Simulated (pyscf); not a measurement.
**1,1-elimination: H₃Ge–SnH₃ (SMILES [GeH3][SnH3]) → SnH₂ (SMILES [SnH2]) [singlet] + GeH₄ (SMILES [GeH4])**

Gas phase, singlet surface, charge 0. Bonds broken: Sn1–Ge2, Sn1–H3. Bonds formed: Ge2–H3. Single points on ωB97X-D3(BJ)/def2-SVP structures (PySCF, gas phase). MP2 and CC: frozen core, UHF for open shells. ΔMP2 is the change of the MP2 total energy from the triple- to the quadruple-zeta basis.

Transition state (Å):

```xyz
8

Sn    -1.8737    -0.4502     0.2447
Ge     0.0075     1.1266    -0.7660
H     -0.5874    -0.6347    -1.1430
H     -3.0379    -0.9778    -0.9101
H     -1.1871    -1.8943     0.8841
H     -0.4014     2.5246    -0.2593
H      1.2924     0.6697    -0.0702
H      0.1841     1.2428    -2.2882
```

One imaginary mode, 551i cm⁻¹; descent along it reached the two sides named, in the forms told below.

```tsv
bond	change	reactant side (Å)	saddle	product side
Sn1–Ge2	breaks	2.568	2.7	3.3
Sn1–H3	breaks	1.709	1.901	2.281
Ge2–H3	forms	3.5	1.897	1.561
```

Electronic energies relative to the reactant's lowest minimum found (kcal/mol):

| level | barrier | reaction energy | reverse barrier |
|---|---|---|---|
| ωB97X-D3(BJ)/def2-TZVP | 42.9 | +36.4 | 6.5 |
| PBE/def2-TZVP | 33.4 | +27.4 | 6.0 |
| r²SCAN/def2-TZVP | 35.9 | +30.6 | 5.3 |
| B3LYP-D3(BJ)/def2-TZVP | 37.1 | +25.7 | 11.4 |
| PBE0-D3(BJ)/def2-TZVP | 37.6 | +31.3 | 6.3 |
| M06-2X/def2-TZVP | 38.7 | +26.8 | 11.9 |
| ωB97M-D3(BJ)/def2-TZVP | 40.1 | +27.1 | 13.1 |
| HF/def2-TZVP | 49.8 | +22.3 | 27.6 |
| MP2/def2-QZVPP | 39.2 | +31.7 | 7.6 |
| CCSD/def2-TZVPP | 41.4 | +28.3 | 13.1 |
| CCSD(T)/def2-TZVPP | 39.6 | +29.4 | 10.2 |
| CCSD(T)/def2-TZVPP + ΔMP2(QZVPP) | 39.3 | +30.3 | 9.0 |

With CCSD(T)/def2-TZVPP + ΔMP2(QZVPP) energies and thermal terms (ideal gas, 1 atm, RRHO with modes under 100 cm⁻¹ raised to 100, one conformer, R ln 2 for chiral ones without a mode under 150 cm⁻¹), in kcal/mol:

```tsv
T (K)	ΔH‡	ΔG‡	ΔH	ΔG
298	37.9	37.8	+28.5	+19.3
600	37.4	37.8	+27.6	+10.2
900	36.9	38.1	+26.5	+1.7
1200	36.4	38.6	+25.4	-6.4
```

On the product side the descent ends in a bound adduct, 8.2 kcal/mol under the separated species and 14.6 kcal/mol under the saddle at ωB97X-D3(BJ)/def2-TZVP. This is the saddle that the search found; another between the same sides may lie lower. The CCSD(T) − MP2 part came from Ansatz, without density fitting, on the same reference. The frozen core leaves the outer d or s,p core shells of the metals and heavy elements correlated in the MP2 and CC values, and def2-TZVPP describes them poorly, which can shift differences by a few kcal/mol. Elements up to Kr have no core potential and no relativistic terms here. Elements past Kr carry the def2 core potentials, without spin-orbit coupling.
